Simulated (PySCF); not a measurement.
Deuteron quadrupole couplings in `CC(=O)[P@@H](=S)CC(C)C`

Compound: C6H13OPS.
Z-matrix (Å and degrees, GFN2-xTB geometry), rows numbered from 1:
```
C 
C   1  1.4923
O   2  1.1996  1  126.73
P   2  1.8775  1  113.73  3  -172.74
S   4  1.9349  2  110.47  1    73.47
C   4  1.8331  2  103.76  1  -159.89
C   6  1.5287  4  111.44  2  -166.59
C   7  1.5253  6  110.22  4   175.12
C   7  1.5245  6  109.96  4   -61.80
H   1  1.0904  2  108.96  3  -117.97
H   1  1.0910  2  108.48  3   124.94
H   1  1.0874  2  111.29  3     3.37
H   4  1.4033  2  102.36  1   -50.30
H   6  1.0975  4  105.16  2   -46.23
H   6  1.0938  4  109.13  2    69.79
H   7  1.0967  6  107.93  4    56.19
H   8  1.0872  7  110.26  6  -177.84
H   8  1.0876  7  110.78  6   -57.89
H   8  1.0885  7  110.47  6    62.39
H   9  1.0918  7  109.94  6    61.55
H   9  1.0871  7  110.60  6  -179.23
H   9  1.0890  7  110.80  6   -58.85
```

Level: PBE0/pcSseg-1 (PySCF, non-relativistic); Q(2H) = 0.00286 b; rigid geometry, the same for H and D, with no vibrational averaging.

Question: Rank these positions by the coupling χzz of a deuteron there, largest first.
A. H19 (methyl hydrogen)
B. H20 (methyl hydrogen)
C. H13 (P–H hydrogen)
D. H16 (methine hydrogen)

Answer: A (210 kHz), B (204 kHz), D (191 kHz), C (122 kHz).

Question: Tabulate Vzz, the asymmetry η and χzz = 234.96 MHz × Q × Vzz for every hydrogen position.

Answer: 
| atom | bonded to | bond length (Å) | Vzz (au) | η | χzz (kHz) |
| --- | --- | --- | --- | --- | --- |
| H10 | C1 | 1.090 | 0.3081 | 0.04 | 207 |
| H11 | C1 | 1.091 | 0.2995 | 0.04 | 201 |
| H12 | C1 | 1.087 | 0.3119 | 0.01 | 210 |
| H13 | P4 | 1.403 | 0.1816 | 0.03 | 122 |
| H14 | C6 | 1.098 | 0.2902 | 0.03 | 195 |
| H15 | C6 | 1.094 | 0.3025 | 0.03 | 203 |
| H16 | C7 | 1.097 | 0.2848 | 0.02 | 191 |
| H17 | C8 | 1.087 | 0.3159 | 0.02 | 212 |
| H18 | C8 | 1.088 | 0.3147 | 0.02 | 211 |
| H19 | C8 | 1.089 | 0.3131 | 0.02 | 210 |
| H20 | C9 | 1.092 | 0.3039 | 0.05 | 204 |
| H21 | C9 | 1.087 | 0.3163 | 0.02 | 213 |
| H22 | C9 | 1.089 | 0.3129 | 0.02 | 210 |

Question: Average by the element that carries the hydrogen.

Answer: on C: 206 kHz over 12 positions, mean bond length 1.091 Å; on P: 122 kHz over 1 position, mean bond length 1.403 Å.

Question: How does χzz go with the bond length over the 12 C–H bonds?

Answer: A straight-line fit has a slope of -18.1 kHz for each 0.01 Å, with a correlation coefficient of -0.95, over lengths from 1.087 to 1.098 Å. The longer bonds have the smaller couplings here.

Geometry: GFN2-xTB, one conformer, isolated molecule. GFN2-xTB bond lengths can be off by several hundredths of an ångström, more for odd bonds, and the gradients follow them. These gradients aren't converged with respect to the basis.
